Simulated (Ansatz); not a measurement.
ClF₂NbO, SMILES `[O]=[Nb]([F])([F])[Cl]`, relaxed with RKS PBE-D4/def2-SVP in Ansatz 0.2.0 from a rough embedded geometry. The force threshold is 0.03 eV/Å; the program also tests the step.

Total charge 0; spin multiplicity 1. Nb: def2 effective core potential.

Start:

```xyz
5

O     1.497    0.832    0.785
Nb    0.100    0.015   -0.024
F    -0.523    1.188   -1.460
F     0.620   -1.661   -0.825
Cl   -1.694   -0.375    1.523
```

Question: By how much does the energy fall, and how many steps does the optimiser take? (An estimate is asked.)

Answer: Computed: 12.34 kcal/mol, in 4 steps.

Question: Which bonds change most? (An estimate is asked.)

Answer: Computed: O1–Nb2 from 1.808 to 1.702 Å; Nb2–Cl5 from 2.401 to 2.302 Å; Nb2–F3 from 1.956 to 1.868 Å; Nb2–F4 from 1.929 to 1.868 Å.

Question: Give the relaxed structure. (Best estimate.)

Answer: Computed: 
```xyz
5

O     1.376    0.738    0.733
Nb    0.059    0.011   -0.061
F    -0.499    1.190   -1.399
F     0.666   -1.609   -0.768
Cl   -1.602   -0.330    1.495
```
